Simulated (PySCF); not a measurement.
Diethyl sulfide, C₄H₁₀S, SMILES CCSCC, singlet (GFN2-xTB optimised geometry):

```
15

C      1.706     2.482    -2.256
C      0.971     1.638    -1.231
S      1.319    -0.137    -1.518
C      0.604    -0.854     0.000
C     -0.913    -0.854     0.000
H      2.778     2.312    -2.186
H      1.503     3.537    -2.083
H      1.382     2.222    -3.261
H      1.304     1.872    -0.219
H     -0.106     1.789    -1.307
H      1.006    -0.298     0.848
H      0.990    -1.872     0.029
H     -1.289    -1.370    -0.880
H     -1.304     0.161     0.000
H     -1.283    -1.363     0.888
```

Calculation: B3LYP/def2-TZVP run with PySCF 2.14.0.

**Question.** What are the frontier orbital energies and the dipole moment?

**Answer.** HOMO-2 -9.06 eV, HOMO-1 -8.20 eV, HOMO -5.95 eV, LUMO 0.57 eV, LUMO+1 0.94 eV; dipole moment 1.61 D.

On the same geometry PBE/def2-TZVP (PySCF) gives HOMO-2 -7.96 eV, HOMO-1 -7.19 eV, HOMO -4.96 eV, LUMO -0.09 eV, LUMO+1 0.46 eV; dipole moment 1.59 D.

Meta-Löwdin charges at B3LYP/def2-TZVP: C1 -0.33, C2 -0.24, S3 0.01, C4 -0.24, C5 -0.33, H6 0.12, H7 0.11, H8 0.11, H9 0.11, H10 0.11, H11 0.11, H12 0.12, H13 0.12, H14 0.11, H15 0.11.
